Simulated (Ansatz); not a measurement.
Ge2H4. Charge 0, multiplicity 3. Geometry r2SCAN-D4/def2-TZVP, that of the neutral singlet; atoms count from 1.

```tsv
atom	x (Å)	y (Å)	z (Å)
Ge1	1.145	-0.846	-1.046
Ge2	-0.206	0.739	0.096
H3	0.538	-0.665	0.723
H4	-1.687	0.602	0.512
H5	-0.205	-1.652	-1.292
H6	0.415	1.821	1.006
```

At PBE0-D4/def2-TZVP a singlet of charge 0 lies 2.70 eV below the triplet at the same geometry. The structure comes from a short search, and lower isomers may exist.

Estimate the Mulliken populations from the PBE0/def2-TZVP orbitals of Ansatz.


```
atom  charge (e)  spin (α − β)
 Ge1       -0.13          1.25
 Ge2       -0.10          0.73
  H3        0.10         -0.05
  H4        0.06          0.07
  H5        0.03          0.01
  H6        0.03         -0.01
```
Mulliken values and Mayer orders depend strongly on the basis.

Where does the spin sit?

Summed by element: Ge 1.98, H 0.02, of 2 unpaired in all. Largest on single atoms: Ge1 1.25, Ge2 0.73, H4 0.07.

And the Mayer bond orders between bonded heavy atoms (over 0.3)?

Ge1–Ge2 0.94 (2.38 Å).
